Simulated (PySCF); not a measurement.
## Excitation energy of Ge⁺ by level of theory

Ge⁺ [Ar] 3d10 4s2 4p1 (2P) → Ge⁺ [Ar] 3d10 4s1 4p1 5s1 (4P), as a difference of total energies. Computed with PySCF 2.14 in aug-cc-pVDZ-PP with ECP10MDF, with scalar relativity through the core potential. Correlated levels: valence: 3s2 3p6 3d10 frozen. The calculations carry no spin-orbit coupling.

```tsv
method	excitation energy (eV)
UHF	13.599
MP2 (valence)	14.274
SCS-MP2 (valence)	14.509
CCSD (valence)	14.566
CCSD(T) (valence)	14.577
CCSDT (valence)	14.582
FCI (valence)	14.582
```

How much does correlation contribute at CCSD(T) (valence)?

14.577 − (13.599) = 0.978 eV, measured against UHF.

The promoted electron is Rydberg-like, and one or two diffuse shells describe it only roughly, which tends to raise the upper state.
